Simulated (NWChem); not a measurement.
All runs are NWChem calculations. System: Cu2, charge 0, spin multiplicity 1, at a geometry optimised with PBE/def2-SVP. The structure started from a generated list of species. Level: PBE0/def2-SVP.

Part of the output:

```
             Northwest Computational Chemistry Package (NWChem) 7.3.0
             --------------------------------------------------------

                                NWChem Input Module
                                -------------------

 Scaling coordinates for geometry "geometry" by  1.889725989
 (inverse scale =  0.529177249)

                             Geometry "geometry" -> ""
                             -------------------------

 Output coordinates in angstroms (scale by  1.889725989 to convert to a.u.)

  No.       Tag          Charge          X              Y              Z
 ---- ---------------- ---------- -------------- -------------- --------------
    1 Cu                  29.0000     0.00000000     0.00000000     1.07654100
    2 Cu                  29.0000     0.00000000     0.00000000    -1.07654100

 Effective nuclear repulsion energy (a.u.)     206.6981500977

            Nuclear Dipole moment (a.u.)
            ----------------------------
        X                 Y               Z
 ---------------- ---------------- ----------------
     0.0000000000     0.0000000000     0.0000000000


 Summary of "ao basis" -> "" (spherical)
 ------------------------------------------------------------------------------
       Tag                 Description            Shells   Functions and Types
 ---------------- ------------------------------  ------  ---------------------
 *                          def2-svp                  on all atoms

                                 NWChem DFT Module
                                 -----------------

 Summary of "ao basis" -> "ao basis" (spherical)
 ------------------------------------------------------------------------------
       Tag                 Description            Shells   Functions and Types
 ---------------- ------------------------------  ------  ---------------------
 Cu                         def2-svp                11       31   5s3p2d1f

 Summary of "ao basis" -> "ao basis" (spherical)
 ------------------------------------------------------------------------------
       Tag                 Description            Shells   Functions and Types
 ---------------- ------------------------------  ------  ---------------------
 Cu                         def2-svp                11       31   5s3p2d1f

            General Information
            -------------------
          SCF calculation type: DFT
          Wavefunction type:  closed shell.
          No. of atoms     :     2
          No. of electrons :    58
           Alpha electrons :    29
            Beta electrons :    29
          Charge           :     0
          Spin multiplicity:     1
          Use of symmetry is: off; symmetry adaption is: off
          Maximum number of iterations: 100
          AO basis - number of functions:    62
                     number of shells:    22
          Convergence on energy requested:  1.00D-06
          Convergence on density requested:  1.00D-05
          Convergence on gradient requested:  5.00D-04

              XC Information
              --------------
                         PBE0 Method XC Functional
                     Hartree-Fock (Exact) Exchange  0.250
          PerdewBurkeErnzerhof Exchange Functional  0.750
            Perdew 1991 LDA Correlation Functional  1.000 local
           PerdewBurkeErnz. Correlation Functional  1.000 non-local

             Grid Information
             ----------------
          Grid used for XC integration:  medium
          Radial quadrature: Mura-Knowles
          Angular quadrature: Lebedev.
          Tag              B.-S. Rad. Rad. Pts. Rad. Cut. Ang. Pts.
          ---              ---------- --------- --------- ---------
          Cu                  1.35      112          12.0       590
          Grid pruning is: on
          Number of quadrature shells:   224
          Spatial weights used:  Erf1

          Convergence Information
          -----------------------
          Convergence aids based upon iterative change in
          total energy or number of iterations.
          Levelshifting, if invoked, occurs when the
          HOMO/LUMO gap drops below (HL_TOL):  1.00D-02
          DIIS, if invoked, will attempt to extrapolate
[...]
 d= 0,ls=0.5,diis    34  -3279.7376749222  4.04D-03  8.43D-04  3.91D+00     6.4
 d= 0,ls=0.5,diis    35  -3279.7389513573 -1.28D-03  5.04D-04  3.90D+00     6.5
 d= 0,ls=0.5,diis    36  -3279.7374886896  1.46D-03  5.67D-04  3.92D+00     6.7
 d= 0,ls=0.5,diis    37  -3279.7386722895 -1.18D-03  4.39D-03  3.91D+00     6.8
 d= 0,ls=0.5,diis    38  -3279.8806653064 -1.42D-01  6.88D-03  2.12D+00     7.0
 d= 0,ls=0.5,diis    39  -3280.0202351837 -1.40D-01  4.47D-03  3.23D-01     7.1
 d= 0,ls=0.5,diis    40  -3280.0459581122 -2.57D-02  2.61D-03  3.60D-02     7.2
 d= 0,ls=0.5,diis    41  -3280.0503080236 -4.35D-03  1.73D-03  7.84D-03     7.4
 d= 0,ls=0.5,diis    42  -3280.0517673962 -1.46D-03  1.09D-03  2.23D-03     7.5
 d= 0,ls=0.5,diis    43  -3280.0523304902 -5.63D-04  7.50D-04  1.24D-03     7.7
 d= 0,ls=0.5,diis    44  -3280.0526319825 -3.01D-04  5.23D-04  6.50D-04     7.8
 d= 0,ls=0.5,diis    45  -3280.0527960495 -1.64D-04  3.88D-04  3.05D-04     8.0
 d= 0,ls=0.5,diis    46  -3280.0528887278 -9.27D-05  2.91D-04  1.48D-04     8.1
 d= 0,ls=0.5,diis    47  -3280.0529414504 -5.27D-05  2.39D-04  7.72D-05     8.2
 d= 0,ls=0.5,diis    48  -3280.0529740326 -3.26D-05  1.84D-04  5.09D-05     8.3
 d= 0,ls=0.5,diis    49  -3280.0529933373 -1.93D-05  1.46D-04  3.16D-05     8.4
 d= 0,ls=0.5,diis    50  -3280.0530049730 -1.16D-05  1.12D-04  2.04D-05     8.5
 d= 0,ls=0.5,diis    51  -3280.0530118765 -6.90D-06  8.66D-05  1.24D-05     8.6
 d= 0,ls=0.5,diis    52  -3280.0530159613 -4.08D-06  6.75D-05  6.93D-06     8.7
 d= 0,ls=0.5,diis    53  -3280.0530183398 -2.38D-06  5.20D-05  4.33D-06     8.8
 d= 0,ls=0.5,diis    54  -3280.0530197570 -1.42D-06  4.04D-05  2.56D-06     8.9
 d= 0,ls=0.5,diis    55  -3280.0530206006 -8.44D-07  3.15D-05  1.55D-06     9.0
 d= 0,ls=0.5,diis    56  -3280.0530211057 -5.05D-07  2.45D-05  9.55D-07     9.1
 d= 0,ls=0.5,diis    57  -3280.0530214087 -3.03D-07  1.90D-05  5.90D-07     9.2
 d= 0,ls=0.5,diis    58  -3280.0530215906 -1.82D-07  1.47D-05  3.54D-07     9.3
 d= 0,ls=0.5,diis    59  -3280.0530216994 -1.09D-07  1.14D-05  2.16D-07     9.4
 d= 0,ls=0.5,diis    60  -3280.0530217647 -6.54D-08  8.87D-06  1.34D-07     9.5

         Total DFT energy =    -3280.053021804013
      One electron energy =    -4989.957068316624
           Coulomb energy =     1637.206353014311
    Exchange-Corr. energy =     -134.000456599442
 Nuclear repulsion energy =      206.698150097742

 Numeric. integr. density =       58.000000006845

     Total iterative time =      8.9s

                       DFT Final Molecular Orbital Analysis
                       ------------------------------------

 Vector   27  Occ=2.000000D+00  E=-2.133760D-01
              MO Center=  2.0D-09,  5.0D-09,  2.0D-05, r^2= 1.6D+00
   Bfn.  Coefficient  Atom+Function         Bfn.  Coefficient  Atom+Function
  ----- ------------  ---------------      ----- ------------  ---------------
    16      0.426149  1 Cu d -1              18      0.427883  1 Cu d  1
    47      0.426141  2 Cu d -1              49      0.427875  2 Cu d  1
    21      0.158444  1 Cu d -1              23      0.159089  1 Cu d  1
    52      0.158441  2 Cu d -1              54      0.159086  2 Cu d  1
    12     -0.047528  1 Cu px                13      0.047335  1 Cu py

 Vector   28  Occ=2.000000D+00  E=-2.092565D-01
              MO Center=  3.3D-08,  3.4D-08,  1.8D-06, r^2= 1.6D+00
   Bfn.  Coefficient  Atom+Function         Bfn.  Coefficient  Atom+Function
  ----- ------------  ---------------      ----- ------------  ---------------
    17      0.593357  1 Cu d  0              48     -0.593354  2 Cu d  0
     4     -0.261503  1 Cu s                 35      0.261517  2 Cu s
    22      0.220336  1 Cu d  0              53     -0.220335  2 Cu d  0
    14      0.110283  1 Cu pz                45      0.110284  2 Cu pz
     3      0.061365  1 Cu s                 34     -0.061372  2 Cu s

 Vector   29  Occ=2.000000D+00  E=-1.952784D-01
              MO Center= -4.3D-06, -4.3D-06, -1.8D-06, r^2= 3.5D+00
   Bfn.  Coefficient  Atom+Function         Bfn.  Coefficient  Atom+Function
  ----- ------------  ---------------      ----- ------------  ---------------
     4      0.492872  1 Cu s                 35      0.492872  2 Cu s
     3     -0.260532  1 Cu s                 34     -0.260533  2 Cu s
    17     -0.166609  1 Cu d  0              48     -0.166595  2 Cu d  0
     5      0.095400  1 Cu s                 36      0.095408  2 Cu s
    22     -0.059378  1 Cu d  0              53     -0.059373  2 Cu d  0

 Vector   30  Occ=0.000000D+00  E=-6.281390D-02
              MO Center= -5.3D-05, -5.3D-05,  9.9D-06, r^2= 7.6D+00
   Bfn.  Coefficient  Atom+Function         Bfn.  Coefficient  Atom+Function
  ----- ------------  ---------------      ----- ------------  ---------------
     5      0.742749  1 Cu s                 36     -0.742748  2 Cu s
     4      0.417775  1 Cu s                 35     -0.417770  2 Cu s
     3     -0.197112  1 Cu s                 34      0.197109  2 Cu s
    14      0.171964  1 Cu pz                45      0.171965  2 Cu pz
    17      0.077013  1 Cu d  0              48     -0.077015  2 Cu d  0

 Vector   31  Occ=0.000000D+00  E= 5.096392D-02
              MO Center=  3.7D-07,  3.7D-07, -8.5D-07, r^2= 9.9D+00
   Bfn.  Coefficient  Atom+Function         Bfn.  Coefficient  Atom+Function
  ----- ------------  ---------------      ----- ------------  ---------------
     5     -0.924722  1 Cu s                 36     -0.924725  2 Cu s
     4      0.866269  1 Cu s                 35      0.866272  2 Cu s
    14     -0.257814  1 Cu pz                45      0.257814  2 Cu pz
     3     -0.159691  1 Cu s                 34     -0.159692  2 Cu s
    11      0.120399  1 Cu pz                42     -0.120399  2 Cu pz

 Vector   32  Occ=0.000000D+00  E= 7.235083D-02
              MO Center=  3.9D-06,  3.9D-06, -2.0D-06, r^2= 3.3D+00
   Bfn.  Coefficient  Atom+Function         Bfn.  Coefficient  Atom+Function
  ----- ------------  ---------------      ----- ------------  ---------------
    12      0.456707  1 Cu px                13      0.458665  1 Cu py
    43      0.456708  2 Cu px                44      0.458666  2 Cu py
     9     -0.144308  1 Cu px                10     -0.144927  1 Cu py
    40     -0.144309  2 Cu px                41     -0.144927  2 Cu py
    16      0.055912  1 Cu d -1              18     -0.055674  1 Cu d  1

 center of mass
 --------------
 x =   0.00000000 y =   0.00000000 z =   0.00000000

 moments of inertia (a.u.)
 ------------------
         520.888977941233           0.000000000000           0.000000000000
           0.000000000000         520.888977941233           0.000000000000
           0.000000000000           0.000000000000           0.000000000000

     Multipole analysis of the density
     ---------------------------------

     L   x y z        total         alpha         beta         nuclear
     -   - - -        -----         -----         ----         -------
     0   0 0 0     -0.000000    -29.000000    -29.000000     58.000000

     1   1 0 0     -0.000174     -0.000087     -0.000087      0.000000
     1   0 1 0     -0.000175     -0.000087     -0.000087      0.000000
     1   0 0 1      0.000046      0.000023      0.000023      0.000000

     2   2 0 0    -20.146806    -10.073403    -10.073403      0.000000
     2   1 1 0      0.000017      0.000009      0.000009      0.000000
     2   1 0 1     -0.000001     -0.000000     -0.000000      0.000000
     2   0 2 0    -20.146806    -10.073403    -10.073403      0.000000
     2   0 1 1     -0.000001     -0.000000     -0.000000      0.000000
     2   0 0 2    -14.737642   -127.389704   -127.389704    240.041767

 Task  times  cpu:        9.6s     wall:        9.6s

 Total times  cpu:        9.6s     wall:        9.6s
```

Q: Write an NWChem input that would produce this output.

A: One answer among several that fit: 
```
start mol
memory heap 200 mb stack 900 mb global 1100 mb
geometry units angstroms nocenter noautoz noautosym
  Cu     0.000000     0.000000     1.076541
  Cu     0.000000     0.000000    -1.076541
end
basis spherical
  * library def2-svp
end
dft
  xc pbe0
  semidirect memsize 60000000 filesize 0
  iterations 100
end
task dft energy
```
